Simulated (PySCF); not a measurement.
# Bond curve of GeTe⁺

Set-up: basis Ge def2-TZVPPD, Te def2-TZVPPD with ECP28; scalar-relativistic core potentials; PySCF 2.14. Energies in eV from Ge⁺ + Te in their ground configurations at the same level. State: ²Π (doublet), unpaired electrons π ↑.

All columns are LC-ωPBE. A positive dipole points towards Te; it is taken about the centre of mass and depends on that origin.

| R (Å) | E (eV) | μ (D) | Mulliken charge on Ge (basis-dependent) | HOMO (eV) | LUMO (eV) | Mayer bond order | ⟨S²⟩ |
| --- | --- | --- | --- | --- | --- | --- | --- |
| 2.141 | -1.987 | -1.03 | 0.40 | -15.82 | -9.27 | 1.86 | 0.75 |
| 2.241 | -2.587 | -1.59 | 0.49 | -15.84 | -8.95 | 1.85 | 0.76 |
| 2.341 | -2.884 | -2.17 | 0.55 | -15.55 | -8.66 | 1.83 | 0.76 |
| 2.415 | -2.964 | -2.61 | 0.58 | -15.28 | -8.47 | 1.82 | 0.76 |
| 2.490 | -2.952 | -3.04 | 0.61 | -15.02 | -8.29 | 1.79 | 0.76 |
| 2.565 | -2.871 | -3.46 | 0.63 | -14.77 | -8.13 | 1.77 | 0.77 |
| 2.664 | -2.686 | -3.98 | 0.64 | -14.45 | -7.94 | 1.72 | 0.78 |
| 2.789 | -2.376 | -4.39 | 0.63 | -14.03 | -7.76 | 1.66 | 0.87 |
| 2.938 | -2.053 | -2.87 | 0.48 | -13.79 | -7.55 | 1.15 | 1.50 |
| 3.137 | -1.746 | -3.08 | 0.49 | -13.77 | -7.29 | 0.84 | 1.69 |

A fit through these points gives, at Re = 2.441 Å, μ = -2.76 D and dμ/dR = -5.80 D/Å; the reduced mass is 47.11 u.

Q: How strong is the fundamental in the double-harmonic approximation, I = 42.26·(dμ/dR)²/μred km/mol?

A: I = 42.26·(-5.80)²/47.11 = 30.2 km/mol at LC-ωPBE.

⟨S²⟩ of the unrestricted solution departs from its pure value on part of the curve, where spin states mix. Spin–orbit coupling is left out, which matters for elements this heavy, above all for dissociation energies. For an ion De counts to the pair picked by the measured ionisation energies or electron affinities, which need not be the lowest pair at this level. The state was picked by a PBE0 search and need not be the measured ground state.
